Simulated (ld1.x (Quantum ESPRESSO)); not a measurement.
# An all-electron radial function and its pseudo partner (hydrogen (H))

Columns: radius, all-electron u(r) and pseudo u(r) of the 1s shell (level -6.49 eV) of hydrogen in the configuration 1s1; PBE, scalar-relativistic, PAW scheme, ld1.x (Quantum ESPRESSO) 7.5.

```json
{"r (bohr)": "0.045", "all-electron": "0.0826", "pseudo": "0.0662"}
{"r (bohr)": "0.090", "all-electron": "0.1578", "pseudo": "0.1315"}
{"r (bohr)": "0.135", "all-electron": "0.2260", "pseudo": "0.1951"}
{"r (bohr)": "0.180", "all-electron": "0.2878", "pseudo": "0.2562"}
{"r (bohr)": "0.225", "all-electron": "0.3436", "pseudo": "0.3140"}
{"r (bohr)": "0.270", "all-electron": "0.3939", "pseudo": "0.3681"}
{"r (bohr)": "0.315", "all-electron": "0.4389", "pseudo": "0.4179"}
{"r (bohr)": "0.360", "all-electron": "0.4792", "pseudo": "0.4631"}
{"r (bohr)": "0.405", "all-electron": "0.5150", "pseudo": "0.5036"}
{"r (bohr)": "0.450", "all-electron": "0.5468", "pseudo": "0.5394"}
{"r (bohr)": "0.495", "all-electron": "0.5747", "pseudo": "0.5706"}
{"r (bohr)": "0.540", "all-electron": "0.5992", "pseudo": "0.5974"}
{"r (bohr)": "0.585", "all-electron": "0.6205", "pseudo": "0.6201"}
{"r (bohr)": "0.630", "all-electron": "0.6387", "pseudo": "0.6392"}
{"r (bohr)": "0.675", "all-electron": "0.6543", "pseudo": "0.6550"}
{"r (bohr)": "0.720", "all-electron": "0.6673", "pseudo": "0.6679"}
{"r (bohr)": "0.765", "all-electron": "0.6780", "pseudo": "0.6784"}
{"r (bohr)": "0.810", "all-electron": "0.6867", "pseudo": "0.6868"}
{"r (bohr)": "0.855", "all-electron": "0.6933", "pseudo": "0.6934"}
{"r (bohr)": "0.900", "all-electron": "0.6982", "pseudo": "0.6982"}
{"r (bohr)": "0.945", "all-electron": "0.7015", "pseudo": "0.7015"}
{"r (bohr)": "0.990", "all-electron": "0.7032", "pseudo": "0.7032"}
{"r (bohr)": "1.035", "all-electron": "0.7037", "pseudo": "0.7037"}
{"r (bohr)": "1.080", "all-electron": "0.7028", "pseudo": "0.7028"}
{"r (bohr)": "1.125", "all-electron": "0.7009", "pseudo": "0.7009"}
{"r (bohr)": "1.170", "all-electron": "0.6979", "pseudo": "0.6979"}
```

(1) How many radial nodes do the two functions have?

(2) At about which radius was the pseudo-wave matched?

(3) Where does each function peak?

(4) Is the pseudo-wave norm-conserving?

Answers

(1) The all-electron 1s function has n − l − 1 = 0; the pseudo-wave has 0.

(2) 0.90 bohr. The columns agree to 0.0005 from 0.77 bohr on; several derivatives are matched, so the curves merge somewhat inside the radius.

(3) Outermost all-electron maximum near 1.03 bohr, pseudo maximum near 1.03 bohr (to the table’s step).

(4) No, it belongs to a PAW set: the norm inside the radius is not constrained, and the difference is carried by the augmentation charge.
